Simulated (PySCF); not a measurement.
C₂H₇FSeSi, SMILES C[Si](C)(F)[SeH]. Heavy atoms are numbered as in [CH3:1][Si:2]([CH3:3])([F:4])[SeH:5]. Hydrogens are named by the atom that carries them.

Geometry: B3LYP-D3(BJ)/def2-SVP. One conformer was computed; it need not be the lowest.

Calculation: PySCF with KT2/pcSseg-1.

GIAO shieldings, no solvent; atoms alike by connectivity are averaged. δ = σ(ref) − σ: ¹³C against TMS (σ = 185.1 ppm); ²⁹Si against TMS (σ = 361.9 ppm); ¹⁹F against CFCl3 (σ = 127.1 ppm); ⁷⁷Se against Me2Se (σ = 1692.1 ppm); ¹H against TMS (σ = 31.47 ppm), references at their B3LYP-D3(BJ)/def2-TZVP geometries, non-relativistic.

### Question
Estimate the chemical shifts. (The exact figures need the calculation; the answer reports its results.)

### Answer

```tsv
nucleus	atoms	count	δ (ppm)
¹³C	C1 (CH3)	2	10.6
²⁹Si	Si2	1	63.0
¹⁹F	F4	1	-203.7
⁷⁷Se	Se5 (SeH)	1	-388.2
¹H	H on C1	6	0.85
¹H	H on Se5	1	0.18
```
